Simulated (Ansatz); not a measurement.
Stretching the Se4–H5 bond in H3InSe (SMILES [SeH][InH2]) (multiplicity 1 held, fragments rigid). Energies count from the point at 1.472 Å.
Geometry at that point (charge 0, multiplicity 1):
```xyz
5

In     0.2234     0.0184    -0.9895
H     -1.0224    -0.5625    -2.0201
H      1.7808     0.6210    -1.3933
Se    -0.3715    -0.0433     1.4710
H      0.9264     0.5136     1.8845
```

Restricted levels (R-, RO-) in cc, def2 and unpolarised 6-31G sets keep to the state of the molecule at rest. Unrestricted levels (U-) break spin symmetry where that is lower. Active spaces are followed from a long bond inwards. Levels need not reach the same state.

Cores are frozen in the correlated methods. Filled d and f shells under p-block atoms count as core.

Run with Ansatz (a program for electronic structure). Values without a source in brackets are computed. In def2 rows elements past Kr take small-core potentials, without spin–orbit coupling.

Energies in eV.

```json
[
 {"R (Å)": "1.177", "R-HF/def2-SVP": "1.53", "U-MP2/def2-SVP": "1.56", "R-CCSD/def2-SVP": "1.58", "U-CCSD(T)/def2-SVP": "1.59", "R-CCSDT/def2-SVP": "1.59", "FIC-MRCISD+Q on CASSCF(4,3)/def2-SVP": "1.59"},
 {"R (Å)": "1.324", "R-HF/def2-SVP": "0.26", "U-MP2/def2-SVP": "0.28", "R-CCSD/def2-SVP": "0.30", "U-CCSD(T)/def2-SVP": "0.30", "R-CCSDT/def2-SVP": "0.30", "FIC-MRCISD+Q on CASSCF(4,3)/def2-SVP": "0.30"},
 {"R (Å)": "1.472", "R-HF/def2-SVP": "0.00", "U-MP2/def2-SVP": "0.00", "R-CCSD/def2-SVP": "0.00", "U-CCSD(T)/def2-SVP": "0.00", "R-CCSDT/def2-SVP": "0.00", "FIC-MRCISD+Q on CASSCF(4,3)/def2-SVP": "0.00"},
 {"R (Å)": "1.619", "R-HF/def2-SVP": "0.25", "U-MP2/def2-SVP": "0.22", "R-CCSD/def2-SVP": "0.20", "U-CCSD(T)/def2-SVP": "0.19", "R-CCSDT/def2-SVP": "0.19", "FIC-MRCISD+Q on CASSCF(4,3)/def2-SVP": "0.19"},
 {"R (Å)": "1.766", "R-HF/def2-SVP": "0.74", "U-MP2/def2-SVP": "0.68", "R-CCSD/def2-SVP": "0.62", "U-CCSD(T)/def2-SVP": "0.60", "R-CCSDT/def2-SVP": "0.60", "FIC-MRCISD+Q on CASSCF(4,3)/def2-SVP": "0.60"},
 {"R (Å)": "1.987", "R-HF/def2-SVP": "1.64", "U-MP2/def2-SVP": "1.75", "R-CCSD/def2-SVP": "1.37", "U-CCSD(T)/def2-SVP": "1.34", "R-CCSDT/def2-SVP": "1.32", "FIC-MRCISD+Q on CASSCF(4,3)/def2-SVP": "1.32"},
 {"R (Å)": "2.207", "R-HF/def2-SVP": "2.55", "U-MP2/def2-SVP": "2.60", "R-CCSD/def2-SVP": "2.07", "U-CCSD(T)/def2-SVP": "2.04", "R-CCSDT/def2-SVP": "1.99", "FIC-MRCISD+Q on CASSCF(4,3)/def2-SVP": "1.98"},
 {"R (Å)": "2.575", "R-HF/def2-SVP": "3.89", "U-MP2/def2-SVP": "3.12", "R-CCSD/def2-SVP": "2.93", "U-CCSD(T)/def2-SVP": "2.90", "R-CCSDT/def2-SVP": "2.77", "FIC-MRCISD+Q on CASSCF(4,3)/def2-SVP": "2.75"},
 {"R (Å)": "2.943", "R-HF/def2-SVP": "4.97", "U-MP2/def2-SVP": "3.27", "R-CCSD/def2-SVP": "3.43", "U-CCSD(T)/def2-SVP": "3.28", "R-CCSDT/def2-SVP": "3.17", "FIC-MRCISD+Q on CASSCF(4,3)/def2-SVP": "3.14"},
 {"R (Å)": "3.385", "R-HF/def2-SVP": "5.94", "U-MP2/def2-SVP": "3.33", "R-CCSD/def2-SVP": "3.71", "U-CCSD(T)/def2-SVP": "3.38", "R-CCSDT/def2-SVP": "3.36", "FIC-MRCISD+Q on CASSCF(4,3)/def2-SVP": "3.33"},
 {"R (Å)": "3.973", "R-HF/def2-SVP": "6.83", "U-MP2/def2-SVP": "3.35", "R-CCSD/def2-SVP": "3.84", "U-CCSD(T)/def2-SVP": "3.41", "R-CCSDT/def2-SVP": "3.42", "FIC-MRCISD+Q on CASSCF(4,3)/def2-SVP": "3.39"},
 {"R (Å)": "4.709", "R-HF/def2-SVP": "7.50", "U-MP2/def2-SVP": "3.35", "R-CCSD/def2-SVP": "3.89", "U-CCSD(T)/def2-SVP": "3.41", "R-CCSDT/def2-SVP": "3.44", "FIC-MRCISD+Q on CASSCF(4,3)/def2-SVP": "3.41"}
]
```

Doubts at one or more of the structures used: a restricted determinant that unrestricted orbitals would lower (R-HF/def2-SVP, R-CCSD/def2-SVP, R-CCSDT/def2-SVP); a spin-contaminated determinant (U-MP2/def2-SVP, U-CCSD(T)/def2-SVP); other coupled-cluster roots lie near (R-CCSD/def2-SVP, R-CCSDT/def2-SVP); T1 above 0.05 (U-CCSD(T)/def2-SVP); active orbitals that take no part (FIC-MRCISD+Q on CASSCF(4,3)/def2-SVP).
